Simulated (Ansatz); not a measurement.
Mulliken charges of BrClGeH (`[Cl][GeH][Br]`) radical from r2SCAN/def2-TZVPP in Ansatz (PBE0-D4/def2-TZVP geometry).

```
atom   x (Å)   y (Å)   z (Å)  charge (e)
 Cl1  -1.869   0.400  -0.447      -0.273
 Ge2   0.270   0.163  -0.473       0.501
 Br3   0.800  -1.887   0.443      -0.249
  H4   0.855   1.263   0.457       0.021
```

Q: By hand: the dipole of these point charges (1 e Å = 4.8032 D).

A: Σ q r = (0.464, 0.469, -0.216) e Å, of length 0.694 e Å = 3.33 D.

Q: How does the dipole of the full density compare? (Best estimate.)

A: Computed: (0.233, 0.213, -0.082) e Å, 1.57 D; the point charges give 2.12 times that, at 5° from its direction.

Point charges leave out the atoms' own dipoles, such as those of lone pairs, and Mulliken's split depends on the basis, so the two needn't agree.
